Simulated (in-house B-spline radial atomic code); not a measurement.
Results of a calculation; reference values are marked as such.
# Building a PAW p channel for Ga, r_c = 3.02 bohr

Ga, [Ar] 3d10 4s2 4p1, non-relativistic PBE, spherical and spin-unpolarised, from an all-electron radial atomic-structure program (B-spline basis) (atomic units; all potentials screened as in the neutral atom).

Two all-electron partial waves φ1, φ2 are integrated outwards at E1 = ε(4p) = -0.096148 and E2 = E1 + 0.5 hartree; φ1 is the bound orbital and φ2 has unit norm inside r_c = 3.0171 bohr. Smooth partners are polynomials, r^2(a0 + a1 r² + a2 r⁴ + a3 r⁶), matched to φ and three derivatives at r_c, with no condition on the norm. The local potential is -1.75269 + (0.397025) r² + (-0.0396618) r⁴ + (0.00149131) r⁶ inside 2.5771 bohr and the all-electron one outside.

```json
{"wave": "1", "φ(r_c)": "0.542346", "φ'(r_c)": "-0.07301192", "a0": "0.2372246", "a1": "-0.03608436", "a2": "0.002361596", "a3": "-5.947462e-05"}
{"wave": "2", "φ(r_c)": "0.004010579", "φ'(r_c)": "-1.120033", "a0": "0.5885091", "a1": "-0.1274576", "a2": "0.008958451", "a3": "-0.0002255831"}
```

Inside r_c the overlaps are <φi φj> = [[0.46735, 0.60715], [0.60715, 1.00000]] and, for the smooth waves, [[0.45869, 0.57598], [0.57598, 0.91343]]. With χj = (Ej − T − V_local) applied to smooth wave j, the program's quadrature gives the matrix B_ij = <smooth i, χj> as [[0.02730, 0.05149], [0.06707, 0.15128]].

Problem. Check the match of the first wave, and find the augmentation charges q_ij.

Solution. At r_c the four terms are 2.15943, -2.99005, 1.78133, -0.40837, which sum to 0.5423, φ1(r_c) to rounding. q_ij is the all-electron overlap less the smooth one: [[0.00866, 0.03117], [0.03117, 0.08657]]. The smooth first wave has a norm of 0.4587 inside r_c against 0.4673, and q11 > 0 puts back the missing charge.

Problem. B isn't symmetric. Show that D_ij = B_ij + Ej q_ij is.

Solution. Integrating by parts gives B12 − B21 = (E1 − E2) q12: 0.05149 − (0.06707) = -0.01559, and −0.5 × (0.03117) = -0.01559. So D12 = 0.05149 + (0.403852)(0.03117) = 0.06408 and D21 = 0.06707 + (-0.096148)(0.03117) = 0.06408; D11 = 0.02647, D22 = 0.18624. The projectors, p = (B⁻¹)ᵀ χ, are dual to the smooth waves; det B = 0.00068.

Solving (T + V_local + Σ p D p) ψ = E (1 + Σ p q p) ψ in a sphere of 9 bohr, whose wall lifts the free-atom level a little, gives these levels:

```csv
all-electron,one projector,two projectors
-0.094034,-0.094034,-0.094034
0.132703,0.132200,0.132701
0.476029,0.470673,0.476027
0.967849,0.941667,0.967425
1.602640,1.523260,1.597140
```

Problem. What does the second projector gain?

Solution. With one projector the errors are 0.00, -0.50, -5.36, -26.18, -79.38 millihartree. With two the errors are 0.00, 0.00, 0.00, -0.42, -5.50 millihartree. The scattering is exact at E1 and at E2 = 0.404, and over all levels compared the largest error is 5.5 millihartree. The lowest eigenvalue of the overlap operator is 1 with one and 0.953 with two projectors. The smooth orbital alone needs a cutoff of 2.08 hartree for 1 millihartree of kinetic energy, against 2.16 for a norm-conserving Troullier-Martins orbital of the same radius.
